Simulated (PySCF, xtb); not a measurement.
silylarsine cation (AsH5Si), SMILES [SiH3][AsH2] (connectivity only; charge and spin as stated), charge +1, multiplicity 2.

Harmonic wavenumbers (cm⁻¹) from GFN2-xTB (xtb) at its own minimum, in rising order: 66, 194, 333, 343, 364, 405, 677, 679, 700, 985, 2015, 2017, 2215, 2258, 2277.

Q: What does PySCF with PBE0-D3(BJ)/def2-TZVP give at its own minimum? (The exact figures need the calculation; the answer reports its results.)

A: 92, 308, 328, 364, 550, 609, 816, 907, 912, 953, 2254, 2299, 2308, 2318, 2341. Paired by order, the mean absolute difference is 127 cm⁻¹ and the zero-point energies are 22.2 and 24.8 kcal/mol.
